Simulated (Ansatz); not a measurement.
Consider the atomization: `F[B@H-]1[F+][B@H-](F)[F+]1` → 2 B• + 4 F• + 2 H•.

Program: Ansatz. Geometries: PBE0-D4/def2-TZVP. ΔE: electronic, gas phase. CCSD(T)/CBS adds triple-zeta CCSD(T) − MP2 to the extrapolated MP2 energy (def2 sets, frozen cores). This one scheme is used for every species, atoms too. Functionals use def2-TZVPP. B3LYP here is the variant with VWN-RPA as its local correlation; programs differ in this. HSE06 is defined as in plane-wave codes. Open shells (•) are unrestricted, without spin–orbit coupling. Spin–orbit coupling would lower the free atoms: a little for B, F.

`F[B@H-]1[F+][B@H-](F)[F+]1`:

```xyz
8

F    -1.225   -1.133   -1.259
B    -0.772   -0.810   -0.063
F     0.770   -0.727   -0.095
B     0.772    0.810    0.063
F     1.225    1.133    1.259
F    -0.770    0.727    0.095
H    -1.154   -1.344    0.925
H     1.154    1.344   -0.925
```

CCSD(T)/CBS gives +35.07 eV.

**Question.** Another level gave +34.75 eV. Which?
A. r2SCANh/def2-TZVPP
B. B3LYP/def2-TZVPP
C. HSE06-D4/def2-TZVPP
D. r2SCAN0-D4/def2-TZVPP

**Answer.** B. B3LYP 34.75, r2SCANh 35.08, r2SCAN0-D4 34.61, HSE06-D4 35.01 eV.

Largest T1 diagnostic among the species: 0.014.

The D4 term adds +0.19 eV with B3LYP and +0.10 eV with PBE0; it sums over pairs of atoms, weighted by their polarisabilities, and B3LYP, whose exchange is more repulsive, gets the larger term. In def2-TZVPP, CCSD(T) changes the Hartree–Fock value by +7.50 eV (the triples alone add +0.55 eV) and MP2 by +9.03 eV; breaking electron pairs costs correlation energy, which Hartree–Fock lacks. From PBE to PBE0 (25 % exact exchange), in def2-TZVPP and without D4, ΔE moves by −0.91 eV: exact exchange takes away binding that semilocal exchange gives to molecules.

For atomizations the MP2-based limit and the directly extrapolated one differ by several kJ/mol either way, and by 10 to 25 for some Ge, Se and Sn compounds, so smaller differences from it don't rank the levels.
